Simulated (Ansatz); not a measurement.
Problem. Name a neutral molecule of Cl, F, Ge, N, Si and H with HOMO energy (PBE/def2-TZVPP) between -7.30 and -7.00 eV and HOMO–LUMO gap (B3LYP/def2-TZVPP) between 7.70 and 8.00 eV (Ansatz, PBE0-D4/def2-TZVP geometry).

Solution. `F[Si](F)(Cl)[NH][GeH2][Cl]` (-7.27 eV, 7.96 eV); `F[SiH](Cl)[NH][GeH2][Cl]` (-7.08 eV, 7.79 eV). Other molecules can fit too; these were computed, each in one conformer that needn't be the lowest.

B3LYP here is the variant with VWN-RPA as its local correlation; programs differ in this.
